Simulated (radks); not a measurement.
The silicon ion Si3+, 11 electrons, occupied as [Ne] 3s1. All-electron calculation, scalar-relativistic Kohn-Sham, exchange-only LDA, spin-polarised, spherical densities, finite nucleus; open shells are filled with parallel spins first; Fermi nuclear charge, rms radius 3.1224 fm. Program: a radial shooting solver on a logarithmic mesh with Libxc functionals.

Radial electron density D(r) = 4 pi r^2 rho(r):

```
   r/bohr * D(r) (the largest magnitude, 15.7, reaches the edge; | marks zero)
 0.003585 |*
 0.004557 |*
 0.005793 | *
 0.007364 |  *
 0.009362 |    *
   0.0119 |       *
  0.01513 |           *
  0.01923 |                *
  0.02426 |                      *
  0.03083 |                              *
   0.0392 |                                       *
  0.04983 |                                               *
  0.06335 |                                                     *
  0.08053 |                                                      *
   0.1024 |                                                  *
   0.1301 |                                          *
   0.1654 |                                   *
   0.2103 |                                 *
   0.2674 |                                       *
   0.3399 |                                              *
   0.4321 |                                                *
   0.5493 |                                         *
   0.6983 |                          *
   0.8877 |             *
    1.119 |     *
    1.423 |  *
    1.809 | *
      2.3 |*
    2.924 *
    3.717 *
    4.725 *
```

D(r) has 2 maxima, at r = 0.0749, 0.405 bohr, and minima at 0.196 bohr, inside which lie 2.20 electrons.
